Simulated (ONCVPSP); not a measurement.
Before and after: ONCV potential for Ag

```json
{
 "Element": "silver (Ag)",
 "Generator": "ONCVPSP 4.0.1",
 "Type": "optimised norm-conserving Vanderbilt (ONCV)",
 "Functional": "PBEsol",
 "Relativity": "fully relativistic",
 "Frozen core": "[Ar] 3d10",
 "Valence charge": "19",
 "Reference configuration": "4s2 4p6 4d10 (charge +1)",
 "Partial waves": "4s: rc 1.45 bohr, ncon 5, nbas 8, qcut 7 1/bohr, 2 projectors, debl 1.8 Ha; 4p: rc 1.20 bohr, ncon 4, nbas 7, qcut 10.4 1/bohr, 2 projectors, debl 3.5 Ha; 4d: rc 1.80 bohr, ncon 3, nbas 8, qcut 7.6 1/bohr, 2 projectors, debl 1.5 Ha",
 "Local potential": "polynomial inside 1.05 bohr (lpopt 5, dvloc0 -1 Ha)",
 "Core correction": "Teter function, fcfact 3, rcfact 1.6"
}
```

Open shells are filled in proportion to 2j + 1.

In the s channel the program set the typed energies aside and used -3.790, 0.250 Ha.

All-electron outer shells of the reference configuration (PBEsol, scalar-relativistic, ld1.x):

```
shell  level (eV)  outermost node (bohr)  outermost maximum (bohr)
   4s     -103.18                   0.44                      0.82
   4p      -66.76                   0.44                      0.87
   4d      -15.64                   0.43                      1.04
```

Change: p: rc 1.52.

Cutoffs: the cutoffs (Ha) at which the residual kinetic energy of the hardest occupied pseudo-wave falls to 1 and 0.1 mHa per electron; they do not see the model core or the augmentation charge, which bear on the density cutoff. Errors are all-electron minus pseudo energies relative to the spin-unpolarised reference configuration.

Question: What does the change do?

Answer: The potential gets neither clearly harder nor softer (42 Ha and 77 Ha → 39 Ha and 77 Ha); the s channel sets the loose cutoff, while the largest relative change is in p, which becomes softer; the errors of the 4 common tests hardly move; neither file shows a bound ghost.

| quantity | base | changed |
| --- | --- | --- |
| cutoff, loose | 42 Ha | 39 Ha |
| cutoff, tight | 77 Ha | 77 Ha |
| loose cutoff by channel | s 39 Ha, p 42 Ha, d 23 Ha | s 39 Ha, p 22 Ha, d 23 Ha |
| bound ghosts | none | none |
| GHOST(+) flags under 300 eV | s at 219.2 eV | s at 219.2 eV |
| error for 4s2 4p6 4d10 5s1, meV [ΔE -7.75 eV] | +0.8 | +0.8 |
| error for 4s2 4p6 4d9, meV [ΔE 22.12 eV] | +6.7 | +6.6 |
| error for 4s2 4p6 4d8, meV [ΔE 58.29 eV] | +51 | +51 |
| error for 4s2 4p6 4d9 5s1 5p1, meV [ΔE 0.85 eV] | +13 | +13 |
| s: phases at 1.47 bohr within 0.05 rad from the reference energy up to (Ha; the scan ends near 5) | to the end of the scan | to the end of the scan |
| d5/2: phases at 1.83 bohr within 0.05 rad from the reference energy up to (Ha; the scan ends near 5) | to the end of the scan | to the end of the scan |
| d3/2: phases at 1.83 bohr within 0.05 rad from the reference energy up to (Ha; the scan ends near 5) | to the end of the scan | to the end of the scan |
| rms error of d²Exc/dni dnj with the model core, mHa | 4.14 | 4.09 |
